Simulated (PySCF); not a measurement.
C3H5BFNO, SMILES FC1=CN(C)B1O. Atoms are numbered in the order given.

```xyz
12

C     -2.2730     0.1982    -0.1157
N     -0.9193     0.0209    -0.6090
C     -0.2034    -1.2125    -0.2662
C      0.9207    -0.6727     0.2464
F      2.0862    -1.2244     0.5695
B      0.2590     0.7270    -0.0533
O      0.5441     2.0249     0.1162
H     -2.3781     0.0161     0.9756
H     -2.9707    -0.4802    -0.6355
H     -2.6128     1.2262    -0.3222
H     -0.5555    -2.2216    -0.5053
H     -0.1370     2.6211    -0.2244
```

Coordinates come from a B3LYP-D3(BJ)/def2-SVP optimisation. This is a generated structure with no PubChem entry under its InChIKey; it may be hypothetical. Other conformers were not sampled.

Vertical ionisation energy (IE) and electron affinity (EA) in eV. Rows of orbital energies are one-electron estimates. Where ΔSCF, EOM or ADC give a negative EA the extra electron is unbound and the value depends on the basis.

| level | IE | EA |
|---|---|---|
| −ε(HOMO), −ε(LUMO), r2SCAN/def2-TZVP (PySCF) | 5.01 | 1.65 |
| −ε(HOMO), −ε(LUMO), PBE/def2-TZVP (PySCF) | … | … |

Problem. What belongs in the gaps? (The exact figures need the calculation; the answer reports its results.)

Solution. 
- −ε(HOMO), −ε(LUMO), PBE/def2-TZVP (PySCF), IE: 4.81
- −ε(HOMO), −ε(LUMO), PBE/def2-TZVP (PySCF), EA: 1.86
